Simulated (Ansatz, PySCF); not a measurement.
Reaction (SMILES): CO[SiH2] → CO[SiH2-] (an electron is taken up)
Structures are relaxed separately at B3LYP-D3(BJ)/def2-TZVP in Ansatz (a first-principles code), one conformer each, not searched for the lowest. Frequencies are from Ansatz or PySCF.
Geometry of the first species:
```
O
C 1 1.4191
H 2 1.0896 1 107.95
H 2 1.0933 3 108.81 1 120.36
H 2 1.0945 3 108.85 4 118.54
Si 1 1.6498 2 124.94 3 -164.94
H 6 1.4858 1 105.76 2 165.86
H 6 1.4962 7 110.89 1 118.84
```
Charge 0, spin multiplicity 2.

Wanted: adiabatic electron affinity (0 K, with B3LYP-D3(BJ) harmonic zero-point energies), positive where the reaction releases energy, in eV. Cores are frozen in the correlated levels unless marked. UHF or UKS for open shells. Spin-orbit coupling is left out. No relativistic terms. Anions need diffuse functions: aug- sets have them; def2-D sets add few; the other sets have none. CBS(X,Y): correlation extrapolated as X^-3; Hartree-Fock from the larger set.

```tsv
level	program	adiabatic electron affinity (eV)	minus last row
HF/cc-pV(Q+d)Z	Ansatz	0.00	-1.32
revPBE-D3(BJ)/def2-TZVPD	Ansatz + dftd3	1.23	-0.09
revPBE-D4/def2-TZVPD	Ansatz + dftd4	1.37	0.05
r2SCAN/def2-TZVPD	Ansatz	1.12	-0.20
SCS-MP2/aug-cc-pV(D+d)Z	Ansatz	1.17	-0.15
CCSD(T)/cc-pV(D+d)Z	Ansatz	0.84	-0.48
CCSD(T)/CBS(aug-cc-pV(T+d)Z,aug-cc-pV(Q+d)Z)	Ansatz	1.32	0.00
```
